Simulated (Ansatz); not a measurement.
`B[SiH2]C(F)Cl` and `FC(Cl)C=S` differ in one atom or group.

Ansatz, PBE0-D4/def2-TZVP geometries, multiplicity 1. Each molecule was computed in one conformer, which needn't be the lowest.

```json
{"property": "HOMO energy (ωB97M-V/def2-TZVPP) / eV", "`B[SiH2]C(F)Cl`": "-10.29"}
{"property": "HOMO energy (PBE/def2-TZVPP) / eV", "`B[SiH2]C(F)Cl`": "-6.73"}
{"property": "LUMO energy (ωB97M-V/def2-TZVPP) / eV", "`B[SiH2]C(F)Cl`": "-0.79"}
{"property": "HOMO–LUMO gap (B3LYP/def2-TZVPP) / eV", "`B[SiH2]C(F)Cl`": "4.90"}
{"property": "LUMO energy (PBE/def2-TZVPP) / eV", "`B[SiH2]C(F)Cl`": "-3.77"}
{"property": "LUMO energy (PBE0/def2-TZVPP) / eV", "`B[SiH2]C(F)Cl`": "-2.76"}
```

Q: Give the same properties after the change, and the shifts. (Estimate.)

A: Computed: 
```csv
property,`FC(Cl)C=S`,shift
HOMO energy (ωB97M-V/def2-TZVPP) / eV,-9.46,0.83
HOMO energy (PBE/def2-TZVPP) / eV,-5.95,0.78
LUMO energy (ωB97M-V/def2-TZVPP) / eV,-0.85,-0.06
HOMO–LUMO gap (B3LYP/def2-TZVPP) / eV,3.76,-1.14
LUMO energy (PBE/def2-TZVPP) / eV,-3.96,-0.19
LUMO energy (PBE0/def2-TZVPP) / eV,-3.06,-0.30
```

With PBE0 the HOMO rises by 0.84 eV and the LUMO falls by 0.30 eV, so the gap narrows by about 1.14 eV. PBE moves the HOMO by 0.78 eV and ωB97M-V by 0.83 eV.

B3LYP here is the variant with VWN-RPA as its local correlation; programs differ in this.
